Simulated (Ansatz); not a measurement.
`BC(=C)[O][GeH3]` and `BC(=C)O` differ in one atom or group.

Ansatz, PBE0-D4/def2-TZVP geometries, multiplicity 1. Each molecule was computed in one conformer, which needn't be the lowest.

Scalar relativity is left out up to krypton.

| property | `BC(=C)[O][GeH3]` |
| --- | --- |
| HOMO energy (PBE/def2-TZVPP) / eV | -5.96 |
| HOMO energy (ωB97M-V/def2-TZVPP) / eV | -9.22 |
| LUMO energy (PBE/def2-TZVPP) / eV | -3.05 |
| LUMO energy (B3LYP/def2-TZVPP) / eV | -2.29 |
| LUMO energy (PBE0/def2-TZVPP) / eV | -2.10 |
| HOMO–LUMO gap (B3LYP/def2-TZVPP) / eV | 4.54 |

(1) Give the same properties after the change, and the shifts. (Best estimate.)

## Answers

(1) The calculation gave: 
```json
{"property": "HOMO energy (PBE/def2-TZVPP) / eV", "`BC(=C)O`": "-6.06", "shift": "-0.10"}
{"property": "HOMO energy (ωB97M-V/def2-TZVPP) / eV", "`BC(=C)O`": "-9.38", "shift": "-0.16"}
{"property": "LUMO energy (PBE/def2-TZVPP) / eV", "`BC(=C)O`": "-3.12", "shift": "-0.07"}
{"property": "LUMO energy (B3LYP/def2-TZVPP) / eV", "`BC(=C)O`": "-2.39", "shift": "-0.10"}
{"property": "LUMO energy (PBE0/def2-TZVPP) / eV", "`BC(=C)O`": "-2.18", "shift": "-0.08"}
{"property": "HOMO–LUMO gap (B3LYP/def2-TZVPP) / eV", "`BC(=C)O`": "4.58", "shift": "0.04"}
```

With PBE0 the HOMO falls by 0.14 eV and the LUMO falls by 0.08 eV, so the gap widens by about 0.06 eV. PBE moves the HOMO by -0.10 eV and ωB97M-V by -0.16 eV.

B3LYP here is the variant with VWN-RPA as its local correlation; programs differ in this.
